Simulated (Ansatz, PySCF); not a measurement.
Dissociation curve of GaH, singlet.

Computed with: UHF/cc-pVTZ (Ansatz, a program for electronic structure); RHF/cc-pVTZ (Ansatz); UKS-CAM-B3LYP = unrestricted CAM-B3LYP/cc-pVTZ run with Ansatz; RKS-CAM-B3LYP = Ansatz with restricted CAM-B3LYP/cc-pVTZ; UKS-PBE0 = unrestricted PBE0/cc-pVTZ (Ansatz); RKS-PBE0 = restricted PBE0/cc-pVTZ (Ansatz); UKS-PBE = Ansatz with unrestricted PBE/cc-pVTZ; RKS-PBE = restricted PBE/cc-pVTZ (Ansatz); UKS-B3LYP/6-31G* = unrestricted B3LYP/6-31G*, spherical d (PySCF 2.14.0); RKS-B3LYP/6-31G* = PySCF 2.14.0 with restricted B3LYP/6-31G*, spherical d; UKS-BP86/6-31G* = unrestricted BP86/6-31G*, spherical d run with PySCF; RKS-BP86/6-31G* = restricted BP86/6-31G*, spherical d in PySCF; UKS-B3LYP/LANL2DZ = unrestricted B3LYP/LANL2DZ, with its core potentials past Ne (PySCF); RKS-B3LYP/LANL2DZ = restricted B3LYP/LANL2DZ, with its core potentials past Ne in PySCF.

Scanned distances (Å): 1.27, 1.34, 1.44, 1.50, 1.57, 1.64, 1.68, 1.75, 1.79, 1.82, 1.92, 2.09, 2.27, 2.54, 2.73, 3.00, 3.37, 3.65, 4.19, 4.60, 5.04, 5.91, 6.68.

Where does the unrestricted solution first break spin symmetry (<S²> of 0.01 or more)?

UHF: already at 1.27 Å; UKS-CAM-B3LYP: between 2.54 and 2.73 Å; UKS-PBE0: between 2.73 and 3.00 Å; UKS-PBE: between 3.00 and 3.37 Å; UKS-B3LYP/6-31G*: between 2.73 and 3.00 Å; UKS-BP86/6-31G*: between 3.00 and 3.37 Å; UKS-B3LYP/LANL2DZ: between 2.73 and 3.00 Å.

```tsv
R / Å	<S²> UHF	E(RHF) − E(UHF) / mEh	<S²> UKS-CAM-B3LYP	E(RKS-CAM-B3LYP) − E(UKS-CAM-B3LYP) / mEh	<S²> UKS-PBE0	E(RKS-PBE0) − E(UKS-PBE0) / mEh	<S²> UKS-PBE	E(RKS-PBE) − E(UKS-PBE) / mEh	<S²> UKS-B3LYP/6-31G*	E(RKS-B3LYP/6-31G*) − E(UKS-B3LYP/6-31G*) / mEh	<S²> UKS-BP86/6-31G*	E(RKS-BP86/6-31G*) − E(UKS-BP86/6-31G*) / mEh	<S²> UKS-B3LYP/LANL2DZ	E(RKS-B3LYP/LANL2DZ) − E(UKS-B3LYP/LANL2DZ) / mEh
1.27	0.19	0.7	0.00	0.0	0.00	0.0	0.00	0.0	0.00	0.0	0.00	0.0	0.00	0.0
1.34	0.15	0.4	0.00	0.0	0.00	0.0	0.00	0.0	0.00	0.0	0.00	0.0	0.00	0.0
1.44	0.09	0.1	0.00	0.0	0.00	0.0	0.00	0.0	0.00	0.0	0.00	0.0	0.00	0.0
1.50	0.05	0.0	0.00	0.0	0.00	0.0	0.00	0.0	0.00	0.0	0.00	0.0	0.00	0.0
1.57	0.00	0.0	0.00	0.0	0.00	0.0	0.00	0.0	0.00	0.0	0.00	0.0	0.00	0.0
1.64	0.00	0.0	0.00	0.0	0.00	0.0	0.00	0.0	0.00	0.0	0.00	0.0	0.00	0.0
1.68	0.00	0.0	0.00	0.0	0.00	0.0	0.00	0.0	0.00	0.0	0.00	0.0	0.00	0.0
1.75	0.00	0.0	0.00	0.0	0.00	0.0	0.00	0.0	0.00	0.0	0.00	0.0	0.00	0.0
1.79	0.00	0.0	0.00	0.0	0.00	0.0	0.00	0.0	0.00	0.0	0.00	0.0	0.00	0.0
1.82	0.00	0.0	0.00	0.0	0.00	0.0	0.00	0.0	0.00	0.0	0.00	0.0	0.00	0.0
1.92	0.00	0.0	0.00	0.0	0.00	0.0	0.00	0.0	0.00	0.0	0.00	0.0	0.00	0.0
2.09	0.00	0.0	0.00	0.0	0.00	0.0	0.00	0.0	0.00	0.0	0.00	0.0	0.00	0.0
2.27	0.00	0.0	0.00	0.0	0.00	0.0	0.00	0.0	0.00	0.0	0.00	0.0	0.00	0.0
2.54	0.34	2.6	0.00	0.0	0.00	0.0	0.00	0.0	0.00	0.0	0.00	0.0	0.00	0.0
2.73	0.56	8.7	0.01	0.0	0.00	0.0	0.00	0.0	0.00	0.0	0.00	0.0	0.00	0.0
3.00	0.76	20.4	0.34	2.6	0.27	1.3	0.00	0.0	0.23	1.1	0.00	0.0	0.26	1.4
3.37	0.90	38.1	0.61	10.5	0.59	7.8	0.37	1.9	0.54	7.1	0.37	2.0	0.57	8.3
3.65	0.95	51.2	0.74	17.7	0.73	14.1	0.56	5.4	0.68	12.9	0.56	5.7	0.71	14.7
4.19	0.99	73.8	0.89	31.7	0.91	26.2	0.76	12.6	0.83	23.7	0.76	13.3	0.86	26.7
4.60	1.00	88.1	0.95	41.3	0.98	34.4	0.84	17.2	0.90	30.8	0.84	18.2	0.93	34.3
5.04	1.01	101.1	0.99	50.3	1.00	41.6	0.91	21.1	0.96	36.9	0.89	22.3	0.98	41.0
5.91	1.01	119.9	1.00	63.3	1.00	51.1	1.00	27.3	1.00	45.4	0.95	27.3	1.00	50.0
6.68	1.01	130.6	1.00	70.6	1.00	55.8	1.00	30.2	1.00	49.6	1.00	29.6	1.00	54.1
```
